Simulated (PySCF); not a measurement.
**Stretching GeH**

Set-up: Ge def2-TZVPP, H def2-TZVPP; no relativity (PySCF 2.14). Energies in eV from Ge + H in their ground configurations at the same level. State: ²Π (doublet), unpaired electrons π ↑.

All columns are B3LYP. A positive dipole means Ge(−)H(+).

| R (Å) | E (eV) | μ (D) | Mulliken charge on Ge (basis-dependent) | HOMO (eV) | LUMO (eV) | Mayer bond order | ⟨S²⟩ |
| --- | --- | --- | --- | --- | --- | --- | --- |
| 1.379 | -2.556 | 0.40 | -0.04 | -4.94 | -3.31 | 0.95 | 0.75 |
| 1.443 | -2.804 | 0.22 | -0.01 | -4.94 | -3.32 | 0.95 | 0.75 |
| 1.507 | -2.948 | 0.05 | 0.02 | -4.96 | -3.33 | 0.96 | 0.75 |
| 1.555 | -3.002 | -0.09 | 0.04 | -4.97 | -3.34 | 0.96 | 0.75 |
| 1.603 | -3.020 | -0.23 | 0.06 | -4.98 | -3.36 | 0.96 | 0.75 |
| 1.651 | -3.008 | -0.37 | 0.08 | -5.00 | -3.37 | 0.96 | 0.75 |
| 1.715 | -2.954 | -0.55 | 0.10 | -5.03 | -3.40 | 0.96 | 0.75 |
| 1.795 | -2.843 | -0.79 | 0.13 | -5.06 | -3.43 | 0.96 | 0.75 |
| 1.891 | -2.664 | -1.07 | 0.15 | -5.12 | -3.48 | 0.96 | 0.75 |
| 2.020 | -2.381 | -1.43 | 0.17 | -5.19 | -3.55 | 0.95 | 0.75 |

A fit through these points gives, at Re = 1.606 Å, μ = -0.24 D and dμ/dR = -2.89 D/Å; the reduced mass is 0.9943 u.

Task: How strong is the fundamental in the double-harmonic approximation, I = 42.26·(dμ/dR)²/μred km/mol?

Result: I = 42.26·(-2.89)²/0.9943 = 355 km/mol at B3LYP.

Spin–orbit coupling is left out. The state was picked by a PBE0 search and need not be the measured ground state.
